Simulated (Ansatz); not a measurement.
One change: `CCS[SiH3]` becomes `[SiH3]SCS`.

Ansatz, PBE0-D4/def2-TZVP geometries, multiplicity 1. Each molecule was computed in one conformer, which needn't be the lowest.

```json
{"property": "LUMO energy (PBE0/def2-TZVPP) / eV", "`CCS[SiH3]`": "0.21"}
{"property": "LUMO energy (ωB97M-V/def2-TZVPP) / eV", "`CCS[SiH3]`": "1.91"}
{"property": "HOMO–LUMO gap (ωB97M-V/def2-TZVPP) / eV", "`CCS[SiH3]`": "11.01"}
{"property": "HOMO energy (PBE0/def2-TZVPP) / eV", "`CCS[SiH3]`": "-6.90"}
{"property": "size of the dipole moment (B3LYP/def2-TZVPP) / D", "`CCS[SiH3]`": "1.51"}
{"property": "HOMO energy (B3LYP/def2-TZVPP) / eV", "`CCS[SiH3]`": "-6.66"}
```

(1) What does the change do to each property? (Estimate.)

## Answers

(1) Ansatz gave: 
```json
{"property": "LUMO energy (PBE0/def2-TZVPP) / eV", "`[SiH3]SCS`": "-0.36", "shift": "-0.57"}
{"property": "LUMO energy (ωB97M-V/def2-TZVPP) / eV", "`[SiH3]SCS`": "1.53", "shift": "-0.38"}
{"property": "HOMO–LUMO gap (ωB97M-V/def2-TZVPP) / eV", "`[SiH3]SCS`": "10.65", "shift": "-0.36"}
{"property": "HOMO energy (PBE0/def2-TZVPP) / eV", "`[SiH3]SCS`": "-6.96", "shift": "-0.06"}
{"property": "size of the dipole moment (B3LYP/def2-TZVPP) / D", "`[SiH3]SCS`": "0.57", "shift": "-0.94"}
{"property": "HOMO energy (B3LYP/def2-TZVPP) / eV", "`[SiH3]SCS`": "-6.72", "shift": "-0.06"}
```

With PBE0 the HOMO falls by 0.06 eV and the LUMO falls by 0.57 eV, so the gap narrows by about 0.51 eV. PBE moves the HOMO by -0.07 eV and ωB97M-V by -0.04 eV. The zero-point energy changes by -74.5 kJ/mol with -6 modes. Dipoles are sizes alone; their direction can turn.

B3LYP here is the variant with VWN-RPA as its local correlation; programs differ in this.
